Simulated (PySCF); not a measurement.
From PBE to CCSD(T): MTl along the second period

PBE and CCSD(T) in PySCF with def2-SVPD on every atom (core potentials on Tl), for the lowest determinant that a PBE0 search found; no spin–orbit coupling.

| molecule | state (unpaired electrons) | PBE Re (Å) | PBE ωe (cm⁻¹) | PBE De (eV) | CCSD(T) Re (Å) | CCSD(T) ωe (cm⁻¹) | CCSD(T) De (eV) |
| --- | --- | --- | --- | --- | --- | --- | --- |
| TlB | triplet (σ ↑, π ↑) | 2.515 | 327 | 1.88 | 2.502 | 344 | 1.35 |
| TlC | quartet (σ ↑, π ↑↑) | 2.315 | 403 | 3.04 | 2.326 | 419 | 2.46 |
| TlN | triplet (π ↑↑) | 2.352 | 393 | 2.05 | 2.351 | 385 | 1.23 |
| TlO | doublet (π ↑) | 2.250 | 423 | 3.59 | 2.232 | 440 | 3.02 |
| TlF | singlet (closed shell) | 2.158 | 441 | 5.51 | ? | ? | ? |

(1) Estimate the CCSD(T) values of TlF by adding the mean shift from PBE to CCSD(T) of the other rows, and compare with the calculation.

(2) What are the mean differences of PBE from CCSD(T) over the whole series?

In a basis of this size CCSD(T) is itself not converged; it tends to give bonds that are too long and too weak.

Correlated steps freeze 5 core orbitals. UHF and ROHF references stand side by side, which adds small steps between rows. Correlated levels converge slowly with the basis: in double zeta they bind strong bonds too weakly, by up to about 1 eV, and carry superposition errors of some tenths. These are scalar-relativistic numbers at best; spin–orbit coupling would shift them, the dissociation energy most. Where the molecule has an RHF reference, its open-shell atoms are computed with UHF. States were picked by a PBE0 search and need not be the measured ground states.

Answers

(1) The mean shifts are -0.5 pm, +10 cm⁻¹ and -0.62 eV, which give 2.153 Å, 452 cm⁻¹ and 4.88 eV. CCSD(T)/def2-SVPD gives Re = 2.135 Å, ωe = 461 cm⁻¹, De = 5.13 eV.

(2) Re +0.9 pm, ωe -12 cm⁻¹, De +0.58 eV.
